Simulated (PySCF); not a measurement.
Computed shifts of a molecule C₅H₅F, HF/pcSseg-1 (PySCF), GIAO, gas phase, atoms alike by connectivity averaged where their shifts nearly agree, in ppm (number of nuclei): ¹⁹F: -203.9 (1). ¹³C: 145.3 (2), 142.6 (2), 90.7 (1). ¹H: 7.05 (2), 6.76 (2), 5.41 (1). References: ¹⁹F against CFCl3 (σ = 238.5 ppm); ¹³C against TMS (σ = 192.6 ppm); ¹H against TMS (σ = 31.99 ppm), references at their B3LYP-D3(BJ)/def2-TZVP geometries, non-relativistic. Coordinates come from a B3LYP-D3(BJ)/def2-SVP optimisation. One conformer was computed; it need not be the lowest.

Identify the compound among the candidates.
(A) C=C=CC(=C)F
(B) FC1C=CC=C1
(C) C=C(F)C#CC
(D) C#CC1(F)CC1

B, FC1C=CC=C1
